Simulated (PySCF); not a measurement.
C₄H₁₀BN, SMILES CNB1CCC1.

Coordinates come from a PBE-D3(BJ)/def2-SVP optimisation. A frequency run showed that this geometry is not a minimum. This is a generated structure with no PubChem entry under its InChIKey; it may be hypothetical. Other conformers were not sampled.

Level of theory: PBE-D3(BJ)/def2-SVP (PySCF 2.14.0).

No scaling factor is applied to the harmonic values.

Q: Estimate the vibrational spectrum. (An estimate is asked for; the answer gives what the named calculation found.)

A: 
```json
[
 {"mode": "1", "ν (cm⁻¹)": "81i", "IR (km/mol)": "0.1", "moving atoms (share of kinetic energy)": "H 57 %, C 38 %"},
 {"mode": "2", "ν (cm⁻¹)": "149", "IR (km/mol)": "0.9", "moving atoms (share of kinetic energy)": "H 85 %, N 9 %"},
 {"mode": "3", "ν (cm⁻¹)": "165", "IR (km/mol)": "1.3", "moving atoms (share of kinetic energy)": "H 50 %, C 24 %, N 19 %"},
 {"mode": "4", "ν (cm⁻¹)": "175", "IR (km/mol)": "0.1", "moving atoms (share of kinetic energy)": "C 55 %, H 30 %, B 10 %"},
 {"mode": "5", "ν (cm⁻¹)": "297", "IR (km/mol)": "0.6", "moving atoms (share of kinetic energy)": "H 46 %, B 37 %, N 15 %"},
 {"mode": "6", "ν (cm⁻¹)": "420", "IR (km/mol)": "3.3", "moving atoms (share of kinetic energy)": "C 58 %, H 23 %, N 13 %"},
 {"mode": "7", "ν (cm⁻¹)": "497", "IR (km/mol)": "12.9", "moving atoms (share of kinetic energy)": "H 77 %, C 17 %"},
 {"mode": "8", "ν (cm⁻¹)": "557", "IR (km/mol)": "0.2", "moving atoms (share of kinetic energy)": "N 39 %, C 33 %, H 19 %, B 8 %"},
 {"mode": "9", "ν (cm⁻¹)": "673", "IR (km/mol)": "39.3", "moving atoms (share of kinetic energy)": "H 86 %"},
 {"mode": "10", "ν (cm⁻¹)": "693", "IR (km/mol)": "24.0", "moving atoms (share of kinetic energy)": "H 88 %"},
 {"mode": "11", "ν (cm⁻¹)": "762", "IR (km/mol)": "0.2", "moving atoms (share of kinetic energy)": "C 66 %, H 30 %"},
 {"mode": "12", "ν (cm⁻¹)": "914", "IR (km/mol)": "1.3", "moving atoms (share of kinetic energy)": "H 100 %"},
 {"mode": "13", "ν (cm⁻¹)": "915", "IR (km/mol)": "0.4", "moving atoms (share of kinetic energy)": "C 65 %, H 31 %"},
 {"mode": "14", "ν (cm⁻¹)": "919", "IR (km/mol)": "5.5", "moving atoms (share of kinetic energy)": "H 39 %, B 31 %, C 30 %"},
 {"mode": "15", "ν (cm⁻¹)": "934", "IR (km/mol)": "0.3", "moving atoms (share of kinetic energy)": "C 64 %, H 31 %"},
 {"mode": "16", "ν (cm⁻¹)": "975", "IR (km/mol)": "25.2", "moving atoms (share of kinetic energy)": "H 49 %, B 33 %, C 18 %"},
 {"mode": "17", "ν (cm⁻¹)": "1040", "IR (km/mol)": "2.4", "moving atoms (share of kinetic energy)": "H 39 %, C 36 %, B 14 %, N 10 %"},
 {"mode": "18", "ν (cm⁻¹)": "1085", "IR (km/mol)": "5.5", "moving atoms (share of kinetic energy)": "H 60 %, C 35 %"},
 {"mode": "19", "ν (cm⁻¹)": "1101", "IR (km/mol)": "0.2", "moving atoms (share of kinetic energy)": "H 74 %, C 20 %"},
 {"mode": "20", "ν (cm⁻¹)": "1120", "IR (km/mol)": "16.9", "moving atoms (share of kinetic energy)": "H 49 %, C 35 %, B 12 %"},
 {"mode": "21", "ν (cm⁻¹)": "1134", "IR (km/mol)": "26.9", "moving atoms (share of kinetic energy)": "H 36 %, C 30 %, N 26 %"},
 {"mode": "22", "ν (cm⁻¹)": "1161", "IR (km/mol)": "0.7", "moving atoms (share of kinetic energy)": "H 73 %, C 25 %"},
 {"mode": "23", "ν (cm⁻¹)": "1184", "IR (km/mol)": "0.0", "moving atoms (share of kinetic energy)": "H 93 %"},
 {"mode": "24", "ν (cm⁻¹)": "1226", "IR (km/mol)": "18.9", "moving atoms (share of kinetic energy)": "H 59 %, C 34 %"},
 {"mode": "25", "ν (cm⁻¹)": "1316", "IR (km/mol)": "46.8", "moving atoms (share of kinetic energy)": "H 67 %, B 23 %, C 9 %"},
 {"mode": "26", "ν (cm⁻¹)": "1339", "IR (km/mol)": "12.5", "moving atoms (share of kinetic energy)": "H 91 %, C 9 %"},
 {"mode": "27", "ν (cm⁻¹)": "1355", "IR (km/mol)": "7.0", "moving atoms (share of kinetic energy)": "H 90 %, C 8 %"},
 {"mode": "28", "ν (cm⁻¹)": "1392", "IR (km/mol)": "15.4", "moving atoms (share of kinetic energy)": "H 82 %, C 16 %"},
 {"mode": "29", "ν (cm⁻¹)": "1403", "IR (km/mol)": "3.7", "moving atoms (share of kinetic energy)": "H 89 %, C 9 %"},
 {"mode": "30", "ν (cm⁻¹)": "1415", "IR (km/mol)": "4.1", "moving atoms (share of kinetic energy)": "H 97 %"},
 {"mode": "31", "ν (cm⁻¹)": "1426", "IR (km/mol)": "24.2", "moving atoms (share of kinetic energy)": "H 91 %"},
 {"mode": "32", "ν (cm⁻¹)": "1545", "IR (km/mol)": "209.4", "moving atoms (share of kinetic energy)": "B 39 %, N 37 %, H 20 %"},
 {"mode": "33", "ν (cm⁻¹)": "2940", "IR (km/mol)": "78.6", "moving atoms (share of kinetic energy)": "H 97 %"},
 {"mode": "34", "ν (cm⁻¹)": "2978", "IR (km/mol)": "36.8", "moving atoms (share of kinetic energy)": "H 95 %"},
 {"mode": "35", "ν (cm⁻¹)": "2980", "IR (km/mol)": "32.1", "moving atoms (share of kinetic energy)": "H 95 %"},
 {"mode": "36", "ν (cm⁻¹)": "2988", "IR (km/mol)": "15.2", "moving atoms (share of kinetic energy)": "H 94 %"},
 {"mode": "37", "ν (cm⁻¹)": "3002", "IR (km/mol)": "29.7", "moving atoms (share of kinetic energy)": "H 90 %, C 10 %"},
 {"mode": "38", "ν (cm⁻¹)": "3024", "IR (km/mol)": "1.7", "moving atoms (share of kinetic energy)": "H 90 %, C 10 %"},
 {"mode": "39", "ν (cm⁻¹)": "3034", "IR (km/mol)": "0.0", "moving atoms (share of kinetic energy)": "H 91 %, C 9 %"},
 {"mode": "40", "ν (cm⁻¹)": "3048", "IR (km/mol)": "42.1", "moving atoms (share of kinetic energy)": "H 90 %, C 10 %"},
 {"mode": "41", "ν (cm⁻¹)": "3074", "IR (km/mol)": "9.1", "moving atoms (share of kinetic energy)": "H 91 %, C 9 %"},
 {"mode": "42", "ν (cm⁻¹)": "3499", "IR (km/mol)": "9.6", "moving atoms (share of kinetic energy)": "H 93 %"}
]
```
